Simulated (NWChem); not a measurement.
Species: DMF (C3H7NO); SMILES O=CN(C)C

```xyz
12

C      0.7765    -1.5710     0.0000
N      0.0231    -0.3487     0.0000
C     -1.4143    -0.4312     0.0000
C      0.6313     0.8689     0.0000
O      0.0683     1.9391     0.0000
H      1.8522    -1.3431     0.0000
H      0.5549    -2.1830     0.8922
H      0.5549    -2.1830    -0.8922
H     -1.8113     0.5920     0.0000
H     -1.7822    -0.9636    -0.8940
H     -1.7822    -0.9636     0.8940
H      1.7448     0.7720     0.0000
```
Atoms are numbered in this order, from 1.

Results from NWChem. Medium grid unless said otherwise, to which SCAN and Minnesota functionals are sensitive. Structure relaxed at the PBE0/def2-SVP level.

Problem. Order these by “orbital gap (eV)”, lowest first: CAM-B3LYP/def2-TZVPD; TPSS/def2-TZVPD; Hartree-Fock/def2-TZVPD; B3LYP/def2-TZVPD.

Solution. TPSS/def2-TZVPD (5.55), B3LYP/def2-TZVPD (6.76), CAM-B3LYP/def2-TZVPD (9.11), Hartree-Fock/def2-TZVPD (11.89)
